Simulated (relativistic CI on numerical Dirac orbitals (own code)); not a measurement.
## Electric-dipole transitions in Yb XLVII

Calculated at this level of theory: Dirac-Coulomb-Breit CI, orbitals from a KLI potential per configuration, QED by a radiative potential, unscaled Slater integrals (own radial code, finite nucleus).

Configurations in the expansion (outside the closed core [Ne]): 3s2 3p6 3d6, 3s2 3p5 3d7, 3s2 3p4 3d8, 3s 3p6 3d7, 3p6 3d8, 3s 3p5 3d8, 3s2 3p6 3d5 4s, 3s2 3p6 3d5 4p, 3s2 3p4 3d7 4s, 3s2 3p6 3d5 4d, 3s2 3p4 3d7 4p, 3s2 3p5 3d6 4s, 3s2 3p6 3d5 4f, 3s2 3p4 3d7 4d, 3s 3p5 3d7 4s, 3s2 3p5 3d6 4p, 3s2 3p5 3d6 4d, 3s2 3p6 3d4 4s2, 3s 3p6 3d6 4s, 3p6 3d7 4s, 3p6 3d7 4p, 3s2 3p6 3d5 5s, 3p6 3d7 4d, 3s 3p6 3d5 4s2. Levels of other configurations are missing.

| λ vac (nm) | Lower | Upper | A (s⁻¹) | E lower (eV) | E upper (eV) |
| --- | --- | --- | --- | --- | --- |
| 2.1076 | 3s2 3p6 3d6 1I_6 [21] | 3s2 3p5 3d7 3G°_5 [127] | 3.90e+12 | 112.87 | 701.14 |
| 2.1121 | 3s2 3p6 3d6 3H_5 [20] | 3s2 3p5 3d7 3F°_4 [123] | 2.17e+12 | 109.39 | 696.42 |
| 2.1359 | 3s2 3p6 3d6 3D_3 [10] | 3s2 3p5 3d7 3D°_2 [110] | 2.53e+12 | 63.75 | 644.24 |
| 2.1360 | 3s2 3p5 3d7 3H°_6 [62] | 3s2 3p4 3d8 3G_5 [234] | 3.69e+12 | 435.55 | 1015.99 |
| 2.1404 | 3s2 3p6 3d6 1G_4 [31] | 3s2 3p5 3d7 3F°_3 [143] | 3.25e+12 | 169.70 | 748.97 |
| 2.1406 | 3s2 3p6 3d6 3G_5 [7] | 3s2 3p5 3d7 3G°_5 [108] | 1.27e+12 | 56.45 | 635.66 |
| 2.1410 | 3s2 3p6 3d6 3H_6 [8] | 3s2 3p5 3d7 3G°_5 [108] | 3.72e+12 | 56.57 | 635.66 |
| 2.1419 | 3s2 3p6 3d6 1G_4 [24] | 3s2 3p5 3d7 3F°_3 [125] | 2.12e+12 | 120.28 | 699.14 |
| 2.1452 | 3s2 3p6 3d6 1G_4 [31] | 3s2 3p5 3d7 1G°_4 [142] | 3.03e+12 | 169.70 | 747.67 |
| 2.1493 | 3s2 3p6 3d6 5D_3 [4] | 3s2 3p5 3d7 3F°_4 [107] | 1.05e+12 | 46.71 | 623.57 |
| 2.1506 | 3s2 3p5 3d7 1H°_5 [60] | 3s2 3p4 3d8 3F_4 [233] | 3.09e+12 | 430.06 | 1006.58 |
| 2.1528 | 3s2 3p5 3d7 3I°_7 [54] | 3s2 3p4 3d8 3H_6 [227] | 4.15e+12 | 420.30 | 996.23 |
| 2.1542 | 3s2 3p6 3d6 1G_4 [12] | 3s2 3p5 3d7 3F°_3 [112] | 3.26e+12 | 76.38 | 651.93 |
| 2.1569 | 3s2 3p6 3d6 5D_4 [5] | 3s2 3p5 3d7 3F°_4 [107] | 1.38e+12 | 48.75 | 623.57 |
| 2.1862 | 3s2 3p6 3d6 3G_5 [7] | 3s2 3p5 3d7 3F°_4 [107] | 1.49e+12 | 56.45 | 623.57 |
| 2.1903 | 3s2 3p6 3d6 3F_3 [15] | 3s2 3p5 3d7 3D°_2 [111] | 2.12e+12 | 79.33 | 645.39 |
| 2.2029 | 3s2 3p6 3d6 1I_6 [21] | 3s2 3p5 3d7 1I°_6 [120] | 1.62e+12 | 112.87 | 675.70 |
| 2.6214 | 3s2 3p5 3d7 5G°_6 [35] | 3s 3p6 3d7 5F_5 [169] | 2.24e+12 | 345.90 | 818.87 |
| 2.6214 | 3s2 3p5 3d7 5G°_5 [45] | 3s 3p6 3d7 5F_4 [191] | 1.62e+12 | 399.65 | 872.61 |
| 2.6222 | 3s2 3p5 3d7 3H°_6 [47] | 3s 3p6 3d7 3G_5 [194] | 1.90e+12 | 406.22 | 879.04 |
| 2.6630 | 3s2 3p5 3d7 3I°_7 [54] | 3s 3p6 3d7 3H_6 [197] | 1.28e+12 | 420.30 | 885.89 |
| 3.0627 | 3s2 3p6 3d6 5D_4 [5] | 3s2 3p5 3d7 3F°_3 [70] | 1.31e+12 | 48.75 | 453.58 |
| 3.0881 | 3s2 3p6 3d6 3P_2 [2] | 3s2 3p5 3d7 3P°_1 [48] | 8.86e+11 | 7.03 | 408.52 |
| 3.0970 | 3s2 3p6 3d6 5D_3 [4] | 3s2 3p5 3d7 5D°_2 [67] | 5.36e+11 | 46.71 | 447.05 |
| 3.0971 | 3s2 3p6 3d6 3G_5 [7] | 3s2 3p5 3d7 3F°_4 [71] | 1.46e+12 | 56.45 | 456.78 |
| 3.1054 | 3s2 3p6 3d6 5D_4 [5] | 3s2 3p5 3d7 3F°_3 [68] | 3.73e+11 | 48.75 | 448.00 |
| 3.1075 | 3s2 3p6 3d6 3F_4 [1] | 3s2 3p5 3d7 3D°_3 [44] | 1.62e+12 | 0.00 | 398.98 |
| 3.1206 | 3s2 3p6 3d6 3H_4 [18] | 3s2 3p5 3d7 3G°_3 [94] | 1.05e+12 | 105.29 | 502.60 |
| 3.1243 | 3s2 3p6 3d6 3H_6 [8] | 3s2 3p5 3d7 3G°_5 [69] | 1.22e+12 | 56.57 | 453.41 |
| 3.1740 | 3s2 3p6 3d6 1I_6 [21] | 3s2 3p5 3d7 1H°_5 [96] | 1.21e+12 | 112.87 | 503.49 |
| 3.1849 | 3s2 3p6 3d6 3F_4 [27] | 3s2 3p5 3d7 3D°_3 [101] | 1.06e+12 | 136.08 | 525.37 |
| 3.1916 | 3s2 3p6 3d6 3F_3 [15] | 3s2 3p5 3d7 3D°_2 [81] | 9.73e+11 | 79.33 | 467.80 |
| 3.1931 | 3s2 3p6 3d6 3F_4 [1] | 3s2 3p5 3d7 3F°_4 [43] | 1.27e+12 | 0.00 | 388.29 |
| 3.1951 | 3s2 3p6 3d6 3H_5 [20] | 3s2 3p5 3d7 3G°_4 [92] | 9.03e+11 | 109.39 | 497.44 |
| 3.2130 | 3s2 3p6 3d6 3P_0 [3] | 3s2 3p5 3d7 3P°_1 [48] | 6.55e+11 | 22.64 | 408.52 |
| 3.2237 | 3s2 3p6 3d6 1G_4 [12] | 3s2 3p5 3d7 3G°_4 [75] | 5.60e+11 | 76.38 | 460.98 |
| 3.2440 | 3s2 3p5 3d7 3F°_4 [43] | 3s2 3p4 3d8 3F_4 [152] | 1.33e+12 | 388.29 | 770.49 |
| 3.2501 | 3s2 3p6 3d6 5D_3 [4] | 3s2 3p5 3d7 3D°_3 [59] | 4.29e+11 | 46.71 | 428.19 |
| 3.2546 | 3s2 3p6 3d6 3P_2 [2] | 3s2 3p5 3d7 3D°_3 [42] | 4.25e+11 | 7.03 | 387.99 |
| 3.2546 | 3s2 3p6 3d6 5D_3 [4] | 3s2 3p5 3d7 3F°_3 [58] | 5.00e+11 | 46.71 | 427.66 |
| 3.2715 | 3s2 3p6 3d6 3H_6 [8] | 3s2 3p5 3d7 3H°_6 [62] | 8.86e+11 | 56.57 | 435.55 |
| 3.2880 | 3s2 3p6 3d6 5D_4 [5] | 3s2 3p5 3d7 3F°_4 [57] | 6.12e+11 | 48.75 | 425.83 |
| 3.3035 | 3s2 3p5 3d7 3H°_6 [62] | 3s2 3p4 3d8 3H_6 [167] | 9.35e+11 | 435.55 | 810.87 |
| 3.3036 | 3s2 3p6 3d6 3P_2 [2] | 3s2 3p5 3d7 3P°_2 [41] | 7.87e+11 | 7.03 | 382.34 |
| 3.4743 | 3s2 3p6 3d6 3F_4 [1] | 3s2 3p5 3d7 3G°_5 [37] | 2.47e+11 | 0.00 | 356.86 |

Terms are leading LS components. Brackets give the number of a level in order of energy, since labels repeat. The list gives strong lines, with weight on those to low levels, without lines whose two gauges differ by over a factor of 2.5, among the lowest 400 of 9826 levels, so that lines to higher ones, which can be the strongest, are missing. Levels whose partners in the same complex of configurations lie outside the list can be far off, and so can their lines. Rates are taken at the computed energies, electric ones in the length gauge.

At this charge energies of transitions that change n are usually good to better than 1 %, and those within a shell (Δn = 0) to a few per cent.

LS names give the leading component of a level, which can be under half, so a name can repeat, a term be missing and a line seem to break the LS rules.
